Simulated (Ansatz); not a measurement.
Molecule: CH3, charge 0, multiplicity 2. 
Coordinates optimised at B3LYP-D3(BJ)/def2-TZVP (Ansatz, a program for electronic structure):
```xyz
4

C      0.0000     0.0000     0.0000
H      1.0788     0.0082     0.0171
H     -0.5460     0.9298    -0.0391
H     -0.5328    -0.9380     0.0220
```
Charge 0, spin multiplicity 2.

Quantity: atomisation energy (electronic, to ground-state atoms), in kcal/mol. Valence correlation only, unless marked. Open shells are spin-unrestricted. Spin-orbit coupling is left out. Non-relativistic. The coupled-cluster limit lacks core correlation, which all-electron functionals hold. CBS(X,Y): correlation extrapolated as X^-3; Hartree-Fock from the larger set.

| level | program | atomisation energy (kcal/mol) |
|---|---|---|
| BLYP-D4/def2-TZVPD | Ansatz + dftd4 | 307.3 |
| CCSD/aug-cc-pVQZ | Ansatz | ? |
| CCSD(T)/CBS(aug-cc-pVTZ,aug-cc-pVQZ) | Ansatz | ? |

**Question.** Some entries are withheld; supply them.

**Answer.** 
- CCSD/aug-cc-pVQZ, atomisation energy (kcal/mol): 303.5
- CCSD(T)/CBS(aug-cc-pVTZ,aug-cc-pVQZ), atomisation energy (kcal/mol): 307.1
